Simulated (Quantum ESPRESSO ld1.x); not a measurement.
Values are calculated unless marked as measured or tabulated.
Problem. Radial electron density D(r) = 4 pi r^2 rho(r) of an atom or ion with 26 electrons. Level of theory: scalar-relativistic Kohn-Sham, LDA (Slater exchange, Perdew-Wang correlation), spin-polarised, spherical densities, point nucleus (ld1.x of Quantum ESPRESSO 7.5).

```
   r/bohr * D(r) (the largest magnitude, 40.2, reaches the edge; | marks zero)
 0.001731 |*
   0.0022 |*
 0.002797 | *
 0.003555 |  *
  0.00452 |    *
 0.005746 |      *
 0.007246 |          *
 0.009212 |              *
  0.01171 |                    *
  0.01489 |                           *
  0.01892 |                                   *
  0.02406 |                                          *
  0.03058 |                                              *
  0.03888 |                                               *
  0.04943 |                                            *
  0.06283 |                                        *
  0.07924 |                                     *
   0.1007 |                                         *
   0.1281 |                                                 *
   0.1628 |                                                      *
   0.2069 |                                                 *
   0.2631 |                                   *
   0.3344 |                         *
   0.4252 |                        *
   0.5405 |                             *
   0.6871 |                            *
   0.8735 |                    *
    1.102 |          *
      1.4 |    *
     1.78 |*
    2.263 *
    2.877 *
```

What is the nuclear charge?

Solution. Z = 29. The innermost maximum, from 1s, lies near gamma/Z bohr with gamma = sqrt(1 - (Z/c)^2) = 0.977, here 0.0337 bohr (found: 0.0365), and its height grows with Z. The density is that of the copper ion Cu3+ in [Ar] 3d8; the configuration itself is not fixed sharply by these data, and Z only to about a unit. D(r) has 3 maxima, at r = 0.0365, 0.165, 0.595 bohr, and minima at 0.0780, 0.377 bohr, inside which lie 2.09, 10.84 electrons.
